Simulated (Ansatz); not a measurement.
`C[SiH](F)Br` + `BO[SiH2]F` → `F[SiH2][SiH](F)Br` + `BOC` at 600 K and 1 bar (redistribution).

Computed with Ansatz on PBE0-D4/def2-TZVP structures; ΔE is electronic, products minus reactants. CBS: MP2 limit from def2 TZ/QZ plus the TZ coupled-cluster correction, frozen cores. For Br outer-core shells are correlated without core-valence functions, which leaves a few kJ/mol of doubt a bond. Scalar relativity is left out up to krypton. One conformer a species, not always the lowest.

```tsv
species	CCSD(T)/CBS energy (Eh)	H − E (kJ/mol)	S (J/(mol·K))
`C[SiH](F)Br`	-3002.78099	180.9	403.4
`BO[SiH2]F`	-491.38453	170.3	386.0
`F[SiH2][SiH](F)Br`	-3353.03256	148.3	466.8
`BOC`	-141.04597	205.8	323.1
```

H − E and S are ideal-gas, rigid-rotor, harmonic terms from PBE0-D4/def2-TZVP, for one conformer and one mirror image of each species. 1 Eh = 2625.50 kJ/mol, R = 8.31446 J/(mol·K).

**Question.** By hand: ΔE, ΔH, ΔS and ΔG.

**Answer.** ΔE = (-3353.03256) + (-141.04597) − (-3002.78099) − (-491.38453) = 0.08699 Eh = 228.4 kJ/mol. Δ(H − E) = 148.3 + 205.8 − 180.9 − 170.3 = 2.9, so ΔH = 231.3 kJ/mol. ΔS = 466.8 + 323.1 − 403.4 − 386.0 = 0.5 J/(mol·K). ΔG = 231.3 − 600 × (0.5)/1000 = 231.0 kJ/mol.

**Question.** By hand: the equilibrium constant, and the temperature at which ΔG would vanish if ΔH and ΔS stayed fixed.

**Answer.** log₁₀ K = −ΔG/(RT ln 10) = -20.1. ΔG = 0 at ΔH/ΔS = 462600 K, far beyond where these terms or the molecules hold.

The number of gas molecules stays the same, so ΔS is small and ΔH decides. A doubt of 5 kJ/mol in ΔE shifts log₁₀ K by 0.4 here. Other conformers and mirror images would add mixing entropy, several J/(mol·K) or more a flexible species. Modes under 60 cm⁻¹, often nearly free rotors, make the harmonic entropy too high. These are equilibria of isolated gas molecules and say nothing of rates. Largest T1 diagnostic: 0.014 (customary marks: 0.02 for closed shells, 0.045 for open ones).
